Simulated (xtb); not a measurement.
Br2Ge (SMILES [Br][Ge][Br]), singlet, at a GFN2-xTB geometry; GFN1-xTB (xtb).

Input for xtb:
```
$ xtb mol.xyz --gfn 1 --opt --json

# file mol.xyz
3

Ge     0.01682949     0.00687689     1.03311619
Br     1.00009172    -1.51961211    -0.47860423
Br    -1.01547868     1.51332467    -0.46595914
```

Output, abridged:

```
   ID    Z sym.   atoms
    1   32 Ge     1
    2   35 Br     2, 3

           -------------------------------------------------
          |                Calculation Setup                |
           -------------------------------------------------

           -------------------------------------------------
          |                 G F N 1 - x T B                 |
           -------------------------------------------------

          ...................................................
          :                      SETUP                      :
          :.................................................:
          :  # basis functions                  30          :
          :  # atomic orbitals                  27          :
          :  # shells                            9          :
          :  # electrons                        18          :
          :  # halogen bonds                     0          :
          :  max. iterations                   250          :
          :  Hamiltonian                  GFN1-xTB          :
          :  restarted?                      false          :
          :  GBSA solvation                  false          :
          :  PC potential                    false          :
          :  electronic temp.          300.0000000     K    :
          :  accuracy                    1.0000000          :
          :  -> integral cutoff          0.2500000E+02      :
          :  -> integral neglect         0.1000000E-07      :
          :  -> SCF convergence          0.1000000E-05 Eh   :
          :  -> wf. convergence          0.2000000E-04 e    :
          :  Broyden damping             0.4000000          :
          :  net charge                          0          :
          :  unpaired electrons                  0          :
          ...................................................

 iter      E             dE          RMSdq      gap      omega  full diag
   1     -9.1241019 -0.912410E+01  0.740E+00    2.12       0.0  T
   2     -8.8123458  0.311756E+00  0.905E+00    1.22       1.0  T
   3     -9.4630524 -0.650707E+00  0.322E+00    2.35       1.0  T
   4     -9.5071824 -0.441301E-01  0.103E+00    2.20       1.0  T
   5     -9.5123790 -0.519655E-02  0.340E-01    2.24       1.0  T
   6     -9.5128288 -0.449802E-03  0.914E-02    2.25       1.0  T
   7     -9.5128652 -0.364002E-04  0.537E-03    2.25      10.8  T
   8     -9.5128654 -0.150431E-06  0.186E-03    2.25      31.0  T
   9     -9.5128654 -0.154839E-07  0.305E-04    2.25     189.0  T
  10     -9.5128654 -0.267773E-09  0.120E-04    2.25     481.5  T
  11     -9.5128654 -0.652935E-10  0.667E-06    2.25    8660.6  T

   *** convergence criteria satisfied after 11 iterations ***

         :::::::::::::::::::::::::::::::::::::::::::::::::::::
         ::                     SUMMARY                     ::
         :::::::::::::::::::::::::::::::::::::::::::::::::::::
         :: total energy              -9.502397917732 Eh    ::
         :: gradient norm              0.016597059844 Eh/a0 ::
         :: HOMO-LUMO gap              2.253641827619 eV    ::
         ::.................................................::
         :: SCC energy                -9.512865368852 Eh    ::
         :: -> electrostatic           0.010027221876 Eh    ::
         :: repulsion energy           0.011710852553 Eh    ::
         :: dispersion energy         -0.001243401432 Eh    ::
         :: halogen bond corr.         0.000000000000 Eh    ::
         :: add. restraining           0.000000000000 Eh    ::
         :: total charge               0.000000000000 e     ::
         :::::::::::::::::::::::::::::::::::::::::::::::::::::

      -----------------------------------------------------------
     |                   =====================                   |
     |                        A N C O P T                        |
     |                   =====================                   |
[...]
 * total energy  :    -9.5023979 Eh     change       -0.2113865E-12 Eh
 * total energy  :    -9.5000455 Eh     change        0.2352455E-02 Eh
 * total energy  :    -9.5029306 Eh     change       -0.2885127E-02 Eh
 * total energy  :    -9.5029196 Eh     change        0.1099500E-04 Eh
 * total energy  :    -9.5029356 Eh     change       -0.1601639E-04 Eh
 * total energy  :    -9.5029430 Eh     change       -0.7422033E-05 Eh
 * total energy  :    -9.5029431 Eh     change       -0.4398768E-07 Eh
   *** GEOMETRY OPTIMIZATION CONVERGED AFTER 7 ITERATIONS ***
         :: total energy              -9.502943076795 Eh    ::
[...]
      -------------------------------------------------------------
         1        2.0000           -0.6676950             -18.1689
         2        2.0000           -0.6668404             -18.1457
         3        2.0000           -0.4988824             -13.5753
         4        2.0000           -0.4375146             -11.9054
         5        2.0000           -0.4249848             -11.5644
         6        2.0000           -0.4213329             -11.4651
         7        2.0000           -0.4110250             -11.1846
         8        2.0000           -0.3986537             -10.8479
         9        2.0000           -0.3597712              -9.7899 (HOMO)
        10                         -0.2764764              -7.5233 (LUMO)
        11                         -0.1719715              -4.6796
        12                         -0.1642782              -4.4702
        13                         -0.0811405              -2.2079
        14                         -0.0805513              -2.1919
        15                         -0.0707845              -1.9261
        16                         -0.0542192              -1.4754
        17                         -0.0475724              -1.2945
        18                         -0.0456183              -1.2413
        19                         -0.0317645              -0.8644
        20                         -0.0261103              -0.7105
       ...                                ...                  ...
        27                          0.2855683               7.7707
      -------------------------------------------------------------
                  HL-Gap            0.0832947 Eh            2.2666 eV
             Fermi-level           -0.3181238 Eh           -8.6566 eV

  Mulliken/CM5 charges         n(s)   n(p)   n(d)
     1Ge    0.28779  0.23398   1.737  1.567  0.408
     2Br   -0.14390 -0.11699   1.961  5.170  0.013
     3Br   -0.14390 -0.11699   1.961  5.170  0.013

Wiberg/Mayer (AO) data.
largest (>0.10) Wiberg bond orders for each atom

 ---------------------------------------------------------------------------
     #   Z sym  total        # sym  WBO       # sym  WBO       # sym  WBO
 ---------------------------------------------------------------------------
     1  32 Ge   2.796 --     2 Br   1.398     3 Br   1.398
     2  35 Br   1.437 --     1 Ge   1.398
     3  35 Br   1.437 --     1 Ge   1.398
 ---------------------------------------------------------------------------

Topologies differ in total number of bonds
Writing topology from bond orders to xtbtopo.mol

 dipole moment from electron density (au)
     X       Y       Z
   0.0157   0.0064   0.9637  total (Debye):    2.450

           -------------------------------------------------
          |                Geometry Summary                 |
           -------------------------------------------------

      molecular mass/u    :      232.4346057
   center of mass at/Å    :       -0.0000226      -0.0000092      -0.0013876
  moments of inertia/u·Å² :        0.1095457E+03   0.5173536E+03   0.6268993E+03
rotational constants/cm⁻¹ :        0.1538867E+00   0.3258435E-01   0.2689049E-01

 * 2 selected distances

     #   Z          #   Z                                           value/Å
     1  32 Ge       2  35 Br                                      2.3304874 (min)
     1  32 Ge       3  35 Br                                      2.3304882 (max)

 * 1 distinct bonds (by element types)

   Z      Z             #   av. dist./Å        max./Å        min./Å
  32 Ge  35 Br          2     2.3304878     2.3304882     2.3304874

optimized geometry written to: xtbopt.xyz

           -------------------------------------------------
          | TOTAL ENERGY               -9.502943076795 Eh   |
          | GRADIENT NORM               0.000127564056 Eh/α |
          | HOMO-LUMO GAP               2.266564501529 eV   |
           -------------------------------------------------

normal termination of xtb
```
